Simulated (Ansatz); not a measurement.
Reactions of ClFH7N3Si2, SMILES `N[SiH](F)N[SiH](N)Cl`.

Computed with Ansatz on PBE0-D4/def2-TZVP structures; ΔE is electronic, products minus reactants. CBS: MP2 limit from def2 TZ/QZ plus the TZ coupled-cluster correction, frozen cores. This one scheme is used for every species. DFT in def2-TZVPP. B3LYP here is the variant with VWN-RPA as its local correlation; programs differ in this. For Br, Ge outer-core shells are correlated without core-valence functions, which leaves a few kJ/mol of doubt a bond. Scalar relativity is left out up to krypton. Each species was taken in one conformer, which may not be the lowest.

```tsv
reaction	ωB97X-V (kcal/mol)	CCSD/CBS(def2) (kcal/mol)	B3LYP-D4 (kcal/mol)
`N[Si@H](F)N[Si@@H](N)Cl` + `N[SiH](O)O` → `N[Si@H](F)O[Si@@H](N)O` + `N[SiH](N)Cl`	-14.6	-15.0	-14.9
`N[Si@H](F)N[Si@@H](N)Cl` + `N[SiH2]N` → `N[SiH2]N[SiH](N)Cl` + `N[SiH](N)F`	-2.2	-1.8	-2.5
`N[Si@H](F)N[Si@@H](N)Cl` + H–F → `N[SiH](F)Cl` + `N[SiH](N)F`	-19.1	-18.3	-18.3
`N[Si@H](F)N[Si@@H](N)Cl` + `O[SiH3]` → `N[SiH](O)F` + `N[SiH](Cl)N[SiH3]`	-1.6	-1.8	-1.4
`N[Si@H](F)N[Si@@H](N)Cl` + H–F → `N[SiH](F)F` + `N[SiH](N)Cl`	-19.5	-19.1	-18.9
`N[Si@H](F)N[Si@@H](N)Cl` + `[NH2][GeH2][OH]` → `[NH2][GeH2][O][SiH](N)Cl` + `N[SiH](N)F`	-16.4	-16.0	-16.5
`N[Si@H](F)N[Si@@H](N)Cl` + `[NH2][GeH2][OH]` → `N[SiH](O)Cl` + `[NH2][GeH2][NH][SiH](N)F`	-7.8	-8.2	-7.9
`N[Si@H](F)N[Si@@H](N)Cl` + `N[SiH2]S` → `N[SiH2]S[SiH](N)Cl` + `N[SiH](N)F`	-1.0	0.0	-1.2
`N[Si@H](F)N[Si@@H](N)Cl` + HBr → `N[SiH](F)Br` + `N[SiH](N)Cl`	-5.5	-5.6	-4.7
`N[Si@H](F)N[Si@@H](N)Cl` + `N[SiH](O)S` → `N[Si@H](F)S[Si@@H](N)O` + `N[SiH](N)Cl`	-0.9	0.3	-1.5
```

(1) Give the CCSD(T)/CBS values in the same order. (Estimate.)

Largest T1 diagnostic: 0.012, for `N[Si@H](F)S[Si@@H](N)O`.

Results:

(1) Ansatz gave: -14.4, -2.1, -17.6, -1.9, -18.3, -16.0, -8.4, -1.0, -5.4, -0.9 kcal/mol.
